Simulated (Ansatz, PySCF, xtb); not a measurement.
Lewis adduct: BH3 (SMILES B) (first 4 atoms) with C3H9N (SMILES CN(C)C); geometry from B3LYP-D3(BJ)/def2-TZVP, rigid monomers moved along the line of their centres of mass till B1···N6 is 1.90 Å.
(charge 0, multiplicity 1):
```xyz
17

B     -0.3868     0.0268     1.2712
H      0.4875     0.6458     0.7092
H     -0.4146    -1.1425     0.9625
H     -1.4690     0.5628     1.2011
C      1.3973    -0.5846     3.2986
N      0.0743     0.0546     3.1097
C      0.1329     1.4564     3.5849
C     -0.9455    -0.6863     3.8878
H      1.6773    -0.5771     4.3546
H      2.1338    -0.0399     2.7140
H      1.3452    -1.6070     2.9342
H      0.3985     1.4893     4.6442
H     -0.8389     1.9175     3.4300
H      0.8741     1.9923     2.9982
H     -0.6940    -0.6786     4.9510
H     -1.9127    -0.2165     3.7304
H     -0.9874    -1.7088     3.5223
```

Counterpoise-corrected where a basis set is named; no monomer relaxation. Rows marked so take none.

Rows in 3-21G, 6-31G* carry no dispersion term and start afresh at each structure (6-31G* with six Cartesian d functions).

Codes used: Ansatz (Gaussian basis) for Hartree–Fock, density functionals and correlated methods; PySCF for 3-21G rows, 6-31G* rows; xtb for the GFN methods. 

### Question
One of these levels gives -49.20 kcal/mol for the interaction energy. Which?
(A) HF/6-31G*
(B) B3LYP/3-21G (no counterpoise)
(C) r2SCAN/def2-TZVPPD
(D) GFN2-xTB

### Answer
C, r2SCAN/def2-TZVPPD. The others give -30.20 (GFN2-xTB), -36.23 (HF/6-31G*), -54.43 (B3LYP/3-21G (no counterpoise))

Ansatz is an electronic-structure program.
